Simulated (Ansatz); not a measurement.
Ansatz (a program for electronic structure) input (CAM-B3LYP/def2-TZVPD):

Ansatz 0.2 input:
```yaml
crystal:
  periodic: [false, false, false]
  atoms:
    - {symbol: K, position_ang: [-0.00000000, -0.00000000, -2.27610594]}
    - {symbol: I, position_ang: [0.00000000, 0.00000000, 0.81596251]}
basis:
  gaussian:
    orbitals: def2-TZVPD
hamiltonian:
  xc: {name: CAM-B3LYP}
magnetization: {spin_polarized: true, initial_magnetization: 2}
```

Output:

```
Functional definition: CAM-B3LYP
integrals: 0.04 GiB planned
811 factors; their error is unknown
integrals: 0.07 GiB planned
248 factors; integrals over basis functions are off by at most 3.6e-5 eV
mean field: 0.50 GiB planned
mean field evaluation 1: about -24424.6934 eV, gradient 4.6e0 eV
mean field evaluation 2: about -24424.8147 eV, gradient 2.2e0 eV
mean field evaluation 4: about -24424.8343 eV, gradient 1.5e-1 eV
mean field evaluation 8: about -24425.0796 eV, gradient 8.6e-2 eV
mean field evaluation 16: about -24425.0796 eV, gradient 4.5e-5 eV
mean field evaluation 32: about -24424.3204 eV, gradient 4.1e0 eV
mean field -24425.07963654 eV, -897.6051207293 hartree, gradient 3.1e-6 eV, S^2 2.002705; 4 other end points of the search recorded, 0 dependent functions left out
reference -24425.07972538 eV, -897.6051239939 hartree; 23, 21 occupied and 72, 74 virtual orbitals, 811 factors
Total energy: -24425.07972538 eV, -897.6051239939 hartree
```

This state (charge 0, triplet) is run at the relaxed geometry of the species with charge 0 and multiplicity 1, and is a spin state other than that species' own.
